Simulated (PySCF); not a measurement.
Question: Give a PBE0-D3(BJ)/def2-TZVP geometry of `C[Si](C)(C)P`.

Answer: 
```xyz
16
C3H11PSi angstrom
C     -0.9376   -0.8474    1.2201
Si     0.0273    0.0467   -0.1144
C      0.3030    1.8326    0.3811
C      1.6695   -0.8092   -0.3999
P     -1.0706    0.0703   -2.0969
H     -1.9068   -0.3729    1.3898
H     -0.3860   -0.8392    2.1651
H     -1.1168   -1.8888    0.9429
H     -0.6470    2.3503    0.5354
H      0.8607    2.3739   -0.3866
H      0.8701    1.8888    1.3147
H      2.2639   -0.8127    0.5183
H      1.5275   -1.8471   -0.7109
H      2.2479   -0.3011   -1.1750
H     -2.3071    0.4748   -1.5238
H     -1.4041   -1.3108   -2.0488
```

Any rigid rotation of these coordinates is as good. Atoms count from 1 in this order. P5 (three-coordinate phosphorus) is pyramidal (angles 94.2°, 94.1° and 93.4°, sum 281.7°, 0.86 Å off the plane of its three neighbours). Si2 (four-coordinate silicon) is tetrahedral (angles from 107.0° to 112.2°). All 3 C–Si bonds measure 1.874 Å.

Bonds between heavy atoms (Å): C1–Si2 1.874, Si2–C3 1.874, Si2–C4 1.874, Si2–P5 2.266.

Method used: PySCF, PBE0-D3(BJ)/def2-TZVP geometry optimisation, gas phase.

Point group: Cs (every atom within 0.08 Å of its image). No PBE0-D3(BJ)/def2-TZVP frequencies stand behind this structure, so it isn't proved a minimum.

Time: 6.2 min of wall time; peak memory 1.1 GiB. Hardware: one thread, Arm Neoverse V1 (aarch64) (shared host). These figures are those of the optimisation.
